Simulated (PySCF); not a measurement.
# Atomic charges by several schemes

Compound: C3H9F3Si2.
Structure used (GFN2-xTB), in Å, numbered top down from 1:
```
atom  x, y, z in Å
F1    -0.720   -2.145   -1.264
C2     0.425   -1.468   -1.454
F3     1.368   -2.118   -0.758
F4     0.737   -1.637   -2.753
C5     0.312   -0.004   -1.089
C6     0.311    0.244    0.417
Si7   -1.076   -0.713    1.327
Si8    0.271    2.126    0.741
H9    -0.608    0.362   -1.549
H10    1.157    0.499   -1.569
H11    1.262   -0.126    0.812
H12   -0.751   -2.134    1.421
H13   -1.172   -0.156    2.677
H14   -2.328   -0.504    0.601
H15    0.394    2.367    2.175
H16    1.395    2.746    0.033
H17   -0.984    2.674    0.222
```

Density: PBE0/pcSseg-1 (PySCF); schemes: Mulliken, IAO, Hirshfeld and ESP-fitted. Geometry: GFN2-xTB, one conformer, isolated molecule.

Atoms with like bonding are taken together and averaged. Which atoms carry the lowest charge in the Mulliken, IAO, Hirshfeld and ESP-fitted schemes?

The schemes don't all agree: Mulliken C6 (-0.849); IAO C6 (-0.645); Hirshfeld C6 (-0.195); ESP-fitted C5 (-0.468).

At which atom do the 4 schemes differ most?

At C6: from -0.849 (Mulliken) to -0.183 e (ESP-fitted), 0.666 e apart.

What partial charge does each atom carry?

In e; atoms taken as equivalent share a row and are averaged (×n: the atom named and its like, n in all):

```csv
atom,environment,Mulliken,IAO,Hirshfeld,ESP-fitted
F1/F3/F4,fluorine of a CF3 group,-0.271,-0.284,-0.087,-0.221
C2,CF3 carbon,+0.797,+0.804,+0.264,+0.697
C5,chain CH2 carbon,-0.265,-0.298,-0.093,-0.468
C6,sp3 carbon bound to silicon,-0.849,-0.645,-0.195,-0.183
Si7/Si8,SiH3 silicon,+0.519,+0.593,+0.302,+0.315
H9/H10,methylene hydrogen,+0.159,+0.162,+0.050,+0.171
H11,methine hydrogen,+0.188,+0.161,+0.036,+0.122
H12 (×6),Si–H hydrogen,-0.069,-0.113,-0.076,-0.080
```

Mean size of the charges over all atoms: IAO 0.291 e, Mulliken 0.275 e, ESP-fitted 0.211 e, Hirshfeld 0.118 e. Each set sums to the total charge, 0, to within 0.001 e. The ESP scheme is a least-squares fit of atom-centred charges to the potential on four shells outside the van der Waals surface, with the total charge fixed. The Mulliken scheme counts on each atom the diagonal of the density matrix times the overlap matrix over that atom's basis functions.

Some averages cover members that differ in this geometry: H12 (×6), Mulliken -0.087 to -0.056; H12 (×6), ESP-fitted -0.096 to -0.067; Si7/Si8, Hirshfeld +0.288 to +0.316; F1/F3/F4, Hirshfeld -0.102 to -0.075 e.

Sum the charges by element.

```tsv
element	atoms	Mulliken	IAO	Hirshfeld	ESP-fitted
F	3	-0.813	-0.853	-0.261	-0.662
C	3	-0.316	-0.139	-0.025	+0.047
Si	2	+1.038	+1.187	+0.604	+0.629
H	9	+0.091	-0.195	-0.318	-0.014
```

How many electrons does the Mulliken scheme count on F1?

Its own charge is -0.270 e, so Z − q = 9.270.

The run behind these numbers computed NMR shieldings as well. The run took 31 s on Arm Neoverse V1, one thread, shared host with 32 logical CPUs at a one-minute load of 14, and the process peaked at 0.88 GiB of memory.
